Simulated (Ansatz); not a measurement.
Basis sets compared for `C[Si](C)(C)C#Cc1ccc(-c2ccc(-c3ccc(C#C[Si](C)(C)C)s3)s2)s1`. Total charge 0; singlet. Geometry PBE-D4/def2-SVP. Ansatz on 2 threads of AMD EPYC 7R13 on a shared host and a share (18 GiB) of an NVIDIA H100 80GB HBM3; times are rough, and most runs start from earlier orbitals.

```xyz
51

C     8.2937   -3.5144    4.5619
Si    7.4215   -2.1933    5.5950
C     6.6654   -2.9648    7.1468
C     8.6243   -0.8116    6.0619
C     6.0671   -1.4498    4.5809
C     5.1661   -0.9314    3.9072
C     4.1460   -0.3347    3.1458
C     3.8693    1.0244    2.9606
C     2.7572    1.2608    2.1236
C     2.1558    0.0913    1.6465
C     1.0134   -0.0449    0.7784
C     0.4044   -1.2026    0.2877
C    -0.7065   -0.9458   -0.5473
C    -0.9751    0.4148   -0.7162
C    -2.0118    1.0549   -1.4862
C    -2.2731    2.4210   -1.6356
C    -3.3768    2.6980   -2.4713
C    -3.9886    1.5481   -2.9826
C    -5.0994    1.4464   -3.8382
C    -6.0784    1.3633   -4.5926
Si   -7.5396    1.2747   -5.7207
C    -7.7446   -0.5159   -6.2896
C    -7.2205    2.4106   -7.1982
C    -9.0705    1.8487   -4.7709
S    -3.1618    0.1074   -2.4031
S     0.1803    1.3780    0.1837
S     2.9930   -1.3197    2.2541
H     9.1156   -3.9824    5.1428
H     7.5875   -4.3143    4.2602
H     8.7280   -3.0765    3.6405
H     5.9373   -3.7581    6.8823
H     7.4553   -3.4196    7.7803
H     6.1347   -2.2020    7.7516
H     9.4578   -1.2114    6.6762
H     9.0584   -0.3399    5.1572
H     8.1132   -0.0215    6.6483
H     4.4741    1.8095    3.4323
H     2.3885    2.2626    1.8623
H     0.7656   -2.2105    0.5354
H    -1.3101   -1.7308   -1.0238
H    -1.6681    3.1947   -1.1424
H    -3.7404    3.7051   -2.7124
H    -8.6154   -0.6089   -6.9714
H    -7.9100   -1.1917   -5.4263
H    -6.8436   -0.8672   -6.8319
H    -7.0708    3.4585   -6.8681
H    -8.0809    2.3901   -7.8990
H    -6.3146    2.0949   -7.7541
H    -9.9691    1.8136   -5.4215
H    -8.9469    2.8901   -4.4107
H    -9.2570    1.2025   -3.8894
```

Single mean-field runs in def2-SVP, def2-TZVP are fitted with def2-universal-jkfit.

Binding counts from free atoms (C triplet, Si triplet, S triplet, H doublet) in the same basis, without a counterpoise term.

```csv
level,functions,energy (Eh),HOMO (eV),LUMO (eV),binding per atom (eV),wall time
PBE-D4/def2-SVP,518,-2623.3160,-4.69,-2.86,4.89,10 s
PBE0-D4/def2-SVP,518,-2623.5490,-5.51,-2.35,4.80,11 s
```

Problem. Estimate the rows for PBE-D4/def2-TZVP, PBE0-D4/def2-TZVP (with forces).

Solution. 
```json
{"level": "PBE-D4/def2-TZVP", "functions": "1011", "energy (Eh)": "-2624.8531", "HOMO (eV)": "-4.76", "LUMO (eV)": "-2.97", "binding per atom (eV)": "4.85", "wall time": "17 s"}
{"level": "PBE0-D4/def2-TZVP (with forces)", "functions": "1011", "energy (Eh)": "-2625.0685", "HOMO (eV)": "-5.51", "LUMO (eV)": "-2.41", "binding per atom (eV)": "4.75", "wall time": "13 s"}
```
